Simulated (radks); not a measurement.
Problem. These are the eigenvalues of the occupied orbitals of an atom or ion with whole-number occupations (hartree). All-electron calculation, Dirac Kohn-Sham, LB94 model potential, spin-unpolarised, spherical densities, finite nucleus; Fermi nuclear charge, rms radius of each element as measured or else 0.836 A^(1/3) + 0.57 fm. Program: a radial shooting solver on a logarithmic mesh with Libxc functionals.

orbital  eigenvalue
1s1/2     -674.6133
2s1/2     -107.4075
2p1/2     -99.86750
2p3/2     -96.65802
3s1/2     -29.31574
3p1/2     -26.50411
3p3/2     -25.94384
3d3/2     -21.08594
3d5/2     -20.97450

Which element is it, and in what charge state? The configuration may be excited. Open shells, if any, fill j = l - 1/2 first.

Solution. Z = 40, zirconium, charge +15: Zr15+ in [Ar] 3d7. The list shows which subshells hold electrons but not how many an open one holds; the 1s level, -674.61 hartree, gives Z - s = 36.7 by -(Z - s)^2/2, which with screening and relativity narrows Z to a few neighbours, and the depths of the outer levels then fix element, charge and occupations together.
